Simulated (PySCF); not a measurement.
C₃H₉Si, SMILES C[SiH]([CH2])C, multiplicity 2.

Coordinates come from a B3LYP-D3(BJ)/def2-SVP optimisation. The geometry has at least one imaginary mode, so it is a saddle point at that level. The isomer is the one that the SMILES or the coordinates give; other isomers of the formula were not compared.

All values below come from SMD-M06-2X/6-31G* in PySCF.

Solvation free energies are E(SMD) − E(gas) at the gas-phase geometry, for 1 M in both phases. In vacuum the dipole moment is 0.58 D.

Computed solvation free energies in water, dichloromethane, diethylether:
```
solvent          ΔG(solv) (kcal/mol)  its non-electrostatic (CDS) part  dipole (D)
---------------  -------------------  --------------------------------  ----------
water                            3.7                               5.5        0.82
dichloromethane                 -0.9                               0.7        0.77
diethylether                    -0.6                               0.6        0.73
```
